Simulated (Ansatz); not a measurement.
`B1CCC1` → `BC(=C)C`  (isomerisation)

Program: Ansatz. Geometries: PBE0-D4/def2-TZVP. ΔE: electronic, gas phase. CCSD(T)/CBS is the MP2 limit (def2-TZVPP, def2-QZVPP) plus CCSD(T) − MP2 in def2-TZVPP, frozen cores. Functionals use def2-TZVPP.

```json
{"level": "PBE0-D4", "ΔE (kJ/mol)": "13.8"}
{"level": "ωB97X-V", "ΔE (kJ/mol)": "7.1"}
```

**Question.** What does CCSD(T)/CBS give? (Best estimate.)

**Answer.** The calculation gave: -4.0 kJ/mol. The listed levels differ from it by 17.8, 11.1 kJ/mol.

Largest T1 diagnostic among the species: 0.010.

At CCSD(T), def2-SVP lies −3.2 kJ/mol from the extrapolated value and def2-TZVPP −1.6 kJ/mol. From r2SCAN to r2SCAN0 (25 % exact exchange), in def2-TZVPP and without D4, ΔE moves by +5.2 kJ/mol.
